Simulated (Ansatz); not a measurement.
Relative stability

Two relaxed structures of AlH4SeO (charge +1), singlet (PBE0-D4/def2-TZVP; forces vanish, vibrations not checked).

A:

```xyz
7
angstrom
O 0.3755 0.3072 -0.0609
Al -1.4613 0.0848 -0.0290
Se 1.6664 -0.8988 -0.7145
H -1.7943 -1.3523 -0.5210
H -2.0466 1.4310 0.4961
H 0.7846 1.1462 0.1988
H 1.9054 -1.4709 0.6233
```

B:

```xyz
7
angstrom
O -1.1298 0.1094 0.0869
Al 0.6574 0.6987 -0.0041
Se 2.1604 -0.9792 -0.2173
H -1.4584 -0.8003 0.0505
H -1.8751 0.7223 0.1795
H 0.5498 2.2463 0.0999
H 1.0958 -1.9971 -0.1953
```

Ansatz 0.2.0; basis: def2-TZVPP; cores frozen in the correlated methods. Filled d shells of the heavier atoms are correlated. The def2 sets are not built for correlating such inner shells, so the correlated values are less sure here. B3LYP uses VWN-RPA correlation.

(1) Which structure is lower at CCSD(T), and by how much? (An estimate is asked for; the value comes from the calculation.)

No T1 diagnostic of these runs exceeds 0.011.

## Answers

(1) The calculation gives: B, by 221.5 kJ/mol (electronic energy, against the other). By their contacts, A is AlH₄SeO ([AlH2][OH][SeH]), total charge +1 and B is AlH₄SeO ([OH2][AlH][SeH]), total charge +1.

All methods give the same order:

```csv
method,E(B) − E(A) (kJ/mol)
PBE-D4,-220.7
r2SCAN-D4,-233.5
PBE0-D4,-230.3
B3LYP-D4,-210.8
wB97M-V,-215.6
HF,-218.2
MP2,-232.9
CCSD,-220.8
CCSD(T),-221.5
```

Labels in which every atom is bracketed show which atoms are joined, not bond orders.

For scale, one of the runs: CCSD(T)/def2-TZVPP, 177 basis functions, launched by `ansatz run in.yaml --threads 2 --pin off --events-out ev --progress --plain --max-ram 4352MiB`. Time: 67 s of wall clock on 2 CPU threads of an Arm Neoverse V1; the host was shared. Peak host memory: 1.6 GiB.
